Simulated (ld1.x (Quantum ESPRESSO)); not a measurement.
Results of a calculation; reference values are marked as such.
Potentials for antimony compared

Generated with ld1.x 7.5 (TM, RRKJ, ultrasoft, PAW), atompaw 4.2 or ONCVPSP 4.0.1. The cutoff is in Ry: for ld1.x and atompaw files where the sum of valence levels is converged to 10 mRy in a Bessel basis, for ONCV files where the hardest occupied wave has 1 mHa per electron of residual kinetic energy. The error is the largest all-electron minus pseudo excitation energy over each file’s own four to seven test configurations (ionisations up to +4, promotions, holes and added fractions of an electron), all of which were solved. The labels leave out finer settings (local radius, basis sizes, second energies), which also bear on the numbers. Spin-polarised tests are not counted. The rows are a selection from randomly drawn settings: files with unsolved tests, undetermined cutoffs or missed reference levels are left out.

A true bound ghost makes a file unfit for plane-wave use even where its test errors are small: the radial tests pick states by their node count and pass the ghost by.

| potential | cutoff (Ry) | largest error (meV) | bound ghosts |
| --- | --- | --- | --- |
| TM, BLYP, scalar-relativistic, rc 1.65/1.80/0.85 (spd), local s, core correction yes, reference 4d10 5s2 5p3 | 180 | -365 | none |
| TM, PW91, scalar-relativistic, rc 1.40/1.95/1.40 (spd), local s, core correction yes, reference 4d10 5s2 5p3 | 100 | -204 | none |
| TM, LDA (PZ), scalar-relativistic, rc 1.50/2.10 (sp), local smoothed, core correction yes, reference 5s2 5p3 | 50 | -64 | d |
| ultrasoft, LDA (PZ), scalar-relativistic, rc 2.00/2.70/2.30 (spd), local smoothed, core correction no, reference 5s2 5p3 | 8 | +90 | d |
| TM semilocal, PBE, scalar-relativistic, rc 2.00/1.75/1.85 (spd), local s, core correction yes, reference 5s2 5p3 | 35 | -498 | none |
| TM semilocal, BP86, scalar-relativistic, rc 1.95/2.45/1.05 (spd), local d, core correction yes, reference 4d10 5s2 5p2.5 | 110 | -239 | none |

Task: Fill in the row for Sb: TM, LDA (PZ), scalar-relativistic, rc 1.85/1.90 (sp), local smoothed, core correction yes, reference 5s1 5p4.

Result: cutoff 25 Ry, largest error -381 meV, bound ghosts: s, d.
